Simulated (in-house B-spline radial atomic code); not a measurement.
A fraction x of an electron is removed from 4p in neutral iodine, starting from [Kr] 4d10 5s2 5p5 and keeping the highest spin. All numbers are computed (scalar-relativistic (X2C) PBE, spin-polarised, spherical fractional occupations; Fermi nucleus of rms radius 4.75 fm) with a radial B-spline atomic code at the basis-set limit, not measured.

| x | E(x) - E(0) (eV) | 4p down level (eV) |
| --- | --- | --- |
| 0 | 0.0000 | -127.482 |
| 0.1 | 12.8311 | -129.143 |
| 0.24 | 31.0759 | -131.504 |
| 0.34 | ? | ? |
| 0.48 | 63.1317 | -135.646 |
| 0.5 | 65.8481 | -135.996 |
| 0.56 | 74.0395 | -137.051 |
| 0.74 | ? | ? |
| 0.8 | 107.4438 | -141.335 |
| 0.9 | 121.6678 | -143.149 |
| 1 | 136.0741 | -144.979 |

Q: What belongs in the row x = 0.34?

A: An energy change of 44.3117 eV; 4p down at -133.216 eV.

Q: What belongs in the row x = 0.74?

A: An energy change of 98.9961 eV; 4p down at -140.255 eV.

Q: Check Janak's theorem between x = 0.1 and 0.24.

A: The slope of the energy is 130.32 eV; the orbital levels give 130.32 eV (-ε of the emptying orbital, averaged over the two points).
